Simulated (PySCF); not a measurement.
The same groups moved round the core (benzothiophene boryl+vinyl). All species are isolated molecules in the gas phase. One relaxed conformer stands for each flexible species; it need not be the lowest. Strings in code marks are SMILES.

Calculation: PBE-D3(BJ)/def2-TZVP // B3LYP-D3(BJ)/def2-SVP (PySCF 2.14.0). Excitations are Tamm–Dancoff values on a coarser integration grid. The basis has no diffuse functions, so Rydberg states are missing or too high.

A: `c1(C=C)cccc2c1cc(B)s2`
B: `Bc1ccc(C=C)c2ccsc12`
C: `Bc1c(C=C)ccc2ccsc12`
D: `Bc1c(C=C)ccc2sccc12`
E: `C(=C)c1sc2c(cccc2)c1B`
F: `C(c1c(cc2sccc2c1)B)=C`

Question: A design calls for the highest brightest of the four lowest singlets (TDA) in this set. Which member fits?

Answer: B (4.42 eV); next is D (4.18 eV).
